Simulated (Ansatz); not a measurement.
`[F][GeH2][Br]` + NH₃ → `[NH2][GeH2][F]` + HBr at 700 K and 1 bar (ligand exchange at a Ge–Br bond).

Calculated with Ansatz (gas phase, PBE0-D4/def2-TZVP geometries, no zero-point term in ΔE). CBS: MP2 limit from def2 TZ/QZ plus the TZ coupled-cluster correction, frozen cores. This one scheme is used for every species. For Br, Ge outer-core shells are correlated without core-valence functions, which leaves a few kJ/mol of doubt a bond. Scalar relativity is left out up to krypton. One conformer a species, not always the lowest.

```csv
species,CCSD(T)/CBS energy (Eh),H − E (kJ/mol),S (J/(mol·K))
`[F][GeH2][Br]`,-4750.49448,96.2,372.7
NH₃,-56.50880,116.9,226.5
`[NH2][GeH2][F]`,-2233.06137,170.6,376.2
HBr,-2573.91920,36.5,223.7
```

H − E and S are ideal-gas, rigid-rotor, harmonic terms from PBE0-D4/def2-TZVP, for one conformer and one mirror image of each species. 1 Eh = 2625.50 kJ/mol, R = 8.31446 J/(mol·K).

**Question.** By hand: ΔE, ΔH, ΔS and ΔG.

**Answer.** ΔE = (-2233.06137) + (-2573.91920) − (-4750.49448) − (-56.50880) = 0.02271 Eh = 59.6 kJ/mol. Δ(H − E) = 170.6 + 36.5 − 96.2 − 116.9 = -6.0, so ΔH = 53.6 kJ/mol. ΔS = 376.2 + 223.7 − 372.7 − 226.5 = 0.7 J/(mol·K). ΔG = 53.6 − 700 × (0.7)/1000 = 53.1 kJ/mol.

**Question.** By hand: the equilibrium constant, and the temperature at which ΔG would vanish if ΔH and ΔS stayed fixed.

**Answer.** log₁₀ K = −ΔG/(RT ln 10) = -4.0. ΔG = 0 at ΔH/ΔS = 76571 K, far beyond where these terms or the molecules hold.

The number of gas molecules stays the same, so ΔS is small and ΔH decides. A doubt of 5 kJ/mol in ΔE shifts log₁₀ K by 0.4 here. Other conformers and mirror images would add mixing entropy, several J/(mol·K) or more a flexible species. These are equilibria of isolated gas molecules and say nothing of rates. Largest T1 diagnostic: 0.011 (customary marks: 0.02 for closed shells, 0.045 for open ones).
